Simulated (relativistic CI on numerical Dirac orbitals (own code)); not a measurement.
Method of calculation: Dirac-Coulomb-Breit CI, orbitals from a KLI potential per configuration, model QED (radiative potential, 1s self-energy scaled to tabulated hydrogen-like ionisation energies), valence Slater integrals scaled by 0.9, P86 correlation estimate, and configurations built on the next ion tied to the tabulated ionisation energy (semi-empirical) (own radial code, finite nucleus).

CI space (outside the closed core [Ar] 3d10): 4s²4p⁴, 4s²4p³4d, 4s²4p³5s, 4s²4p³5p, 4s²4p³5d, 4s²4p³6s, 4s²4p³4f, 4s²4p³5f, 4s4p⁵, 4p⁶, 4s²4p²4d², 4s4p⁴4d, 4p⁴4d², 4s4p⁴4f, 4p⁵4d, 4s²4p²4f², 4s²4p²4d5s, 4s4p³4d², 4s²4p²4d5p, 4s²4p²4d4f, 4p⁵5s, 4s4p⁴5s, 4p⁴4f², 4p⁵5p. Levels of other configurations are missing.

Configurations that consist of the next ion and one excited electron were tied to the tabulated ionisation energy; Rydberg ones are usually within 1,000 to 3,000 cm⁻¹ and the lowest ones within about 6,000 (9,000 in d shells), while levels on excited terms of the next ion carry the error of that term, and the other configurations can be misplaced by 10,000 cm⁻¹ or more. Rates follow the energies as ν³ (E1, M1) or ν⁵ (E2), so rates, branching and lifetimes can be off by large factors.

Outline of the computed level scheme of Mo IX. Lowest level of each configuration: 4s²4p⁴ ³P2 at 0.0000 eV; 4s4p⁵ ³P°2 at 29.1905 eV; 4s²4p³4d ⁵D°0 at 38.8277 eV.

Some strong electric-dipole decays among the lowest 45 levels: 4s²4p³4d ³D°3 → 4s²4p⁴ ³P2 (1.8e+11 s⁻¹); 4s²4p³4d ³P°0 → 4s²4p⁴ ³P1 (1.6e+11 s⁻¹); 4s²4p³4d ³P°2 → 4s²4p⁴ ³P2 (1.3e+11 s⁻¹); 4s²4p³4d ³D°2 → 4s²4p⁴ ³P1 (1.1e+11 s⁻¹); 4s²4p³4d ¹P°1 → 4s²4p⁴ ³P2 (1.1e+11 s⁻¹); 4s²4p³4d ¹D°2 → 4s²4p⁴ ¹D2 (1.0e+11 s⁻¹); 4s²4p³4d ³D°1 → 4s²4p⁴ ³P0 (8.7e+10 s⁻¹); 4s²4p³4d ³D°1 → 4s²4p⁴ ³P1 (8.3e+10 s⁻¹).

LS names give the leading component of a level, which can be under half, so a name can repeat, a term be missing and a line seem to break the LS rules.
